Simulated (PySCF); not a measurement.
Compound: Ge(OtBu)H3, C4H12GeO.
Structure used (PBE0-D3(BJ)/def2-SVP), in Å, numbered top down from 1:
```
atom  x, y, z in Å
Ge1    1.2828   -0.1618   -2.0462
O2     1.1407    0.0780   -0.2870
C3    -0.0688    0.0605    0.4619
C4    -0.9417   -1.1273    0.0627
C5     0.3656   -0.0702    1.9172
C6    -0.8185    1.3737    0.2469
H7    -1.8439   -1.1833    0.6901
H8    -1.2759   -1.0446   -0.9850
H9    -0.3843   -2.0696    0.1742
H10    0.9251   -1.0062    2.0601
H11   -0.5009   -0.0677    2.5955
H12    1.0274    0.7661    2.1855
H13   -1.1263    1.4862   -0.8043
H14   -0.1690    2.2227    0.5065
H15   -1.7243    1.4228    0.8704
H16    2.7214    0.2738   -2.3514
H17    0.2641    0.7098   -2.8118
H18    1.0702   -1.6460   -2.4075
```

The computed photoelectron lines, unassigned: C 1s: 290.48 (area 3), 291.93 (area 1) eV; O 1s: 537.04 eV.

Level of theory: delta-SCF UKS SCAN, pcX-2 on the ionised atom, pcseg-1 elsewhere, spin-free X2C in PySCF 2.14.0. Geometry: PBE0-D3(BJ)/def2-SVP; no solvent, vibrations or thermal averaging.

Problem. Which carbon gives which C 1s line?

Solution. 290.48 eV: C4/C5/C6 (carbon bonded to C and 3 H); 291.93 eV: C3 (carbon bonded to 3 C and O). The listed C 1s values span 1.45 eV, from C4/C5/C6 (bonded to C and 3 H) to C3 (bonded to O and 3 C).

Bonded neighbours of each site: O2: C and Ge; C3: O and 3 C; C4/C5/C6: C and 3 H.

Problem. Express the binding energy of C 1s of C3 in atomic units and per mole.

Solution. 291.93 eV = 10.7282 Eh = 28167 kJ/mol.

Topologically equivalent atoms share the value of their first member; where this conformer doesn't relate them by symmetry, their own values could differ. No level of germanium is listed.

The run took 47 s of wall time on one thread, Arm Neoverse V1 (aarch64), no GPU, shared host with 64 logical CPUs at a one-minute load of 53, and the process peaked at 0.65 GiB of memory.
